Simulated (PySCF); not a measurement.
# C₆ coefficients of unlike pairs at PBE0

Calculated with PySCF 2.14 from the dipole response of each species, C₆(A,B) = (3/π) ∫ α_A(iu) α_B(iu) du, in atomic units, from isotropic polarisabilities. For ions this is the dispersion term alone; charge-induced terms of lower order in 1/R come first.

| species | configuration | basis | relativity | α (bohr³) | C₆ (like pair) |
| --- | --- | --- | --- | --- | --- |
| Ti³⁺ | [Ar] 3d1 (2D) | aug-cc-pwCVTZ (10s9p7d4f3g) | none | 2.267 | 5.881 |
| Kr²⁺ | [Ar] 3d10 4s2 4p4 (3P) | aug-cc-pVTZ-PP with ECP10MDF (6s5p4d2f) | core potential | 7.487 | 36.43 |
| W | [Xe] 4f14 5d4 6s2 (5D) | x2c-TZVPPall with one added diffuse shell each of s, p, d, f type (12s8p8d4f1g) | spin-free X2C | 72.80 | 890.5 |
| Mn | [Ar] 3d5 4s2 (6S) | aug-cc-pVDZ-DK (7s6p4d2f) | spin-free X2C | 77.21 | 741.4 |

Task: Estimate C₆ for Kr²⁺ with Ti³⁺.

Result: The integral gives 13.99. The combination rule 2 C_A C_B / (C_A α_B/α_A + C_B α_A/α_B) gives 14.07 and the geometric mean 14.64.

No spin-orbit coupling is included.

The other pairs:

```
    pair     C₆
Mn, Ti³⁺  43.34
 W, Kr²⁺  155.9
   Mn, W  803.2
 W, Ti³⁺  53.83
Mn, Kr²⁺  129.2
```
